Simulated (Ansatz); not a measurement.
The same path of CH₆BFO (10 atoms, charge 0, multiplicity 1) was run 3 times with different band settings. Lost on the way: B1–F2, O5–H10. Made: F2–H10.

Level of theory: RHF/6-31G* in Ansatz 0.2.0.

Relaxed end points:

```xyz
10
Properties=species:S:1:pos:R:3
B 0.165 -0.014 -0.012
F -0.380 0.690 1.015
H 1.348 0.057 -0.141
H -0.526 -0.159 -0.980
O 0.009 -1.688 0.738
C -0.620 -2.734 0.015
H -0.064 -2.859 -0.899
H -0.580 -3.648 0.593
H -1.645 -2.478 -0.216
H -0.417 -1.540 1.574
```

```xyz
10
Properties=species:S:1:pos:R:3
B 0.007 -0.277 -0.783
F 0.192 -1.180 2.885
H 0.441 0.783 -0.469
H -0.272 -0.547 -1.910
O -0.167 -1.186 0.192
C -0.669 -2.490 -0.021
H 0.095 -3.205 0.251
H -1.531 -2.633 0.615
H -0.949 -2.629 -1.057
H 0.143 -1.010 1.983
```

Common settings: movable images 9; climbing image yes; optimiser quadratic models (default); start path through a guess of the saddle point; iteration limit 60; end points relaxed.

| run | spring | force threshold |
| --- | --- | --- |
| 1 | 5.0 eV/Å² | 0.05 eV/Å |
| 2 | 0.5 eV/Å² | 0.05 eV/Å |
| 3 | 5.0 eV/Å² | 0.5 eV/Å |

(1) What does each run give, and how far can it be trusted?

Results:

(1) Run 1: converged after 29 iterations, highest image 1.368 eV above the first end. The profile has 2 maxima (images 3, 6) with wells between them (image 4): this band takes more than one step, which may be the mechanism or a detour left from its start path. Neighbouring images differ by up to 1.3 eV, so the band resolves the path poorly. A vibrational analysis at the climbing image gives one clearly imaginary mode, 1453i cm⁻¹: a first-order saddle point.
Run 2: converged after 26 iterations, highest image 1.368 eV above the first end. The profile has 2 maxima (images 3, 6) with wells between them (image 4): this band takes more than one step, which may be the mechanism or a detour left from its start path. Neighbouring images differ by up to 1.3 eV, so the band resolves the path poorly. Another band between the same ends (9 images) ends at a top of the same energy, where a vibrational analysis finds 1 clearly imaginary mode.
Run 3: converged after 10 iterations, highest image 1.399 eV above the first end. The threshold of 0.5 eV/Å is loose, so the images may lie well off the minimum-energy path. Beside the main top the profile has a ripple of under 15 meV (maxima at images 2, 5), which may be a very shallow well or noise. Neighbouring images differ by up to 1.3 eV, so the band resolves the path poorly. The order of the stationary point at the top wasn't checked.
The orbitals stay closed-shell, which can raise the energy where a bond breaks towards radicals; this wasn't checked here.
